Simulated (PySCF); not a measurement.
C3H8O2SSi.
Geometry (GFN2-xTB, Å), atoms numbered from 1 in this order:
```
atom  x, y, z in Å
S1     2.890    0.122   -0.218
C2     1.272   -0.686   -0.440
C3     0.320   -0.339    0.697
C4    -1.052   -1.024    0.494
O5    -1.899   -0.104   -0.127
Si6   -1.354    1.434    0.032
O7     0.085    1.041    0.721
H8     2.383    1.323    0.043
H9     1.473   -1.756   -0.466
H10    0.848   -0.362   -1.392
H11    0.769   -0.624    1.656
H12   -1.478   -1.311    1.460
H13   -0.969   -1.912   -0.138
H14   -2.091    2.211    1.011
H15   -1.200    1.997   -1.298
```

Method: TDDFT PBE0/def2-SVPD, vertical, gas phase, core orbitals frozen in the response (PySCF).

Frontier orbitals with the atoms that hold most of them (Löwdin shares over 4%, at most four atoms; ? is withheld):

```json
{"orbital": "HOMO-3", "ε (eV)": "-9.08", "atoms": "S1 24%, O5 20%, C3 14%, C4 12%"}
{"orbital": "HOMO-2", "ε (eV)": "-8.54", "atoms": "O7 45%, Si6 12%, C2 9%, C3 8%"}
{"orbital": "HOMO-1", "ε (eV)": "-8.35", "atoms": "O5 46%, C4 13%, H12 8%, Si6 8%"}
{"orbital": "HOMO", "ε (eV)": "-6.80", "atoms": "?"}
{"orbital": "LUMO", "ε (eV)": "0.04", "atoms": "?"}
{"orbital": "LUMO+1", "ε (eV)": "0.20", "atoms": "S1 23%, Si6 19%, C4 8%, C2 7%"}
{"orbital": "LUMO+2", "ε (eV)": "0.78", "atoms": "S1 51%, Si6 13%, C2 8%, H8 8%"}
```

**Question.** Which atoms hold the HOMO, and with what shares?

**Answer.** S1 (bonded to C and H) 73%; C2 (bonded to C, S and 2 H) 11%; H8 (bonded to S) 6%.

**Question.** Give the leading atoms of the LUMO.

**Answer.** Si6 (bonded to 2 O and 2 H) 37%; H15 (bonded to Si) 13%; O7 (bonded to C and Si) 12%; H14 (bonded to Si) 12%. By element: silicon 37%, hydrogen 25% or more, oxygen 12% or more.

**Question.** How does S1 compare with the orbital gap of 6.85 eV?

**Answer.** S1 is at 5.63 eV (f = 0.0030), 1.22 eV below the gap, made of HOMO→LUMO+1 (63%), HOMO→LUMO (15%). Its leading pair isn't HOMO and LUMO; the energies of that pair differ by 7.00 eV. Without the coupling terms of the response equations the lowest excitation would equal the gap.

Next come S2 at 5.99 eV (f 0.0074), HOMO→LUMO (74%), HOMO→LUMO+2 (14%), HOMO→LUMO+1 (10%); S3 at 6.37 eV (f 0.034), HOMO→LUMO+2 (72%), HOMO→LUMO+1 (11%); S4 at 6.67 eV (f 0.0078), HOMO→LUMO+3 (50%), HOMO→LUMO+4 (15%), HOMO→LUMO+1 (14%); S5 at 6.89 eV (f 0.014), HOMO→LUMO+5 (39%), HOMO→LUMO+3 (24%), HOMO→LUMO+6 (20%).

One conformer stands for the species.

Without π bonds the low states are Rydberg-like; a valence basis with one diffuse set may place them up to an eV too high.
